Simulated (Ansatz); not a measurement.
Ligand-field states of [VBr4]- (VBr₄⁻) at its r2SCAN-D4/def2-SVPD geometry (relaxed as a triplet).

Cartesian coordinates in Å:
```
V 0.000 0.000 0.000
Br 1.427 0.049 -1.922
Br 0.665 1.715 1.532
Br 0.173 -2.135 1.068
Br -2.265 0.371 -0.679
```

CASSCF(2,5) on the V 3d shell in def2-SVP, averaged with equal weights over 10 triplets and 15 singlets, then SC-NEVPT2; Ansatz, no spin–orbit coupling. The space holds no ligand orbitals and no second d shell, so covalent complexes are described poorly.

Estimate the states' energies above the lowest.


```
     state  CASSCF (cm⁻¹)  NEVPT2 (cm⁻¹)
 triplet 1              0              0
 triplet 2           5335           6426
 triplet 3           5335           6426
 triplet 4           5335           6426
 triplet 5           9169          10746
 triplet 6           9169          10746
 triplet 7           9169          10746
 triplet 8          19890          18559
 triplet 9          19891          18551
triplet 10          19891          18565
 singlet 1          13427          11908
 singlet 2          13427          11908
 singlet 3          17853          17578
 singlet 4          17853          17579
 singlet 5          17853          17579
 singlet 6          21187          19536
 singlet 7          22398          21606
 singlet 8          22398          21606
 singlet 9          22399          21606
singlet 10          25158          25200
singlet 11          25158          25200
singlet 12          26302          26232
singlet 13          26303          26220
singlet 14          26303          26228
singlet 15          49447          43945
```
The lowest NEVPT2 state is a triplet. Hardware: 4 threads of Intel Xeon 6975P-C on a shared host. Wall time 27 s, peak host memory 1.9 GiB.
